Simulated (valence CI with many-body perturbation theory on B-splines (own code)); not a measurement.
# Assign the levels of Ti17+

Computed by relativistic CI+MBPT: three valence electrons over a frozen Dirac-Fock core [He], a basis of 11 s, 11 p, 10 d, 8 f, 5 g, 2 h functions for each j, with the one-electron correlation potential Σ1, the two-electron term Σ2, the three-electron term Σ3, Breit, model QED; selected CI, second order for the rest, scaled by the run's own slope (own B-spline code, finite nucleus).

No measured spectrum was set against this ion. As an estimate, levels of excited configurations hold to 0.05 to 0.15 % of their energy, terms of the ground configuration to about 0.5 %.

```tsv
No.	J	Parity	E (cm⁻¹)	g
1	1/2	odd	0	0.662
2	3/2	odd	56257	1.331
3	1/2	even	309470	2.655
4	3/2	even	332950	1.730
5	5/2	even	360380	1.591
6	3/2	even	556050	0.808
7	5/2	even	561940	1.205
10	3/2	even	747480	1.322
11	3/2	odd	962150	1.979
12	3/2	odd	1079000	0.849
13	5/2	odd	1089200	1.198
14	1/2	odd	1209300	0.662
15	3/2	odd	1228100	1.300
16	1/2	even	5512900	2.001
```

Energies count from the lowest level. Strongly mixed levels and levels close to another of their J and parity are left out, so the numbers can have gaps.

Problem. Give configuration and LS term of each level.

Solution. 1: 2s²2p ²P°; 2: 2s²2p ²P°; 3: 2s2p² ⁴P; 4: 2s2p² ⁴P; 5: 2s2p² ⁴P; 6: 2s2p² ²D; 7: 2s2p² ²D; 10: 2s2p² ²P; 11: 2p³ ⁴S°; 12: 2p³ ²D°; 13: 2p³ ²D°; 14: 2p³ ²P°; 15: 2p³ ²P°; 16: 2s²3s ²S.
